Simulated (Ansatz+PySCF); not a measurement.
Results of a calculation; reference values are marked as such.
This PySCF input gave a total energy of -214.21175 hartree.

```python
from pyscf import gto, scf, mp

mol = gto.M(atom="""
Li 1.193090 0.000000 0.000000
Li -1.193090 0.000000 0.000000
F 0.000000 1.395940 0.000000
F 0.000000 -1.395940 0.000000
""", basis='def2-svp', charge=0, spin=0)
mf = scf.RHF(mol)
mf.kernel()
pt = mp.MP2(mf, frozen=2).run()
print(mf.e_tot, pt.e_corr, pt.e_tot)
```

**Question.** Write an input for Ansatz with the same method and basis set.

**Answer.**

```yaml
crystal:
  periodic: [false, false, false]
  atoms:
    - { symbol: Li, position_ang: [1.19309, 0.0, 0.0] }
    - { symbol: Li, position_ang: [-1.19309, 0.0, 0.0] }
    - { symbol: F, position_ang: [0.0, 1.39594, 0.0] }
    - { symbol: F, position_ang: [0.0, -1.39594, 0.0] }
basis:
  gaussian: { orbitals: def2-SVP }
hamiltonian:
  xc: hf
correlation:
  method: mp2
  frozen_orbitals: { F: 1, Li: 0 }
scf:
  omitted_lower_state_checks: [stability, starts, atomic_configurations, cluster_reference, orbital_swaps, given_window_search, neighbouring_geometries, increment]
```

Ansatz (development build ahead of 0.2.0) gave -214.21175 hartree, 0.03 meV from the first.
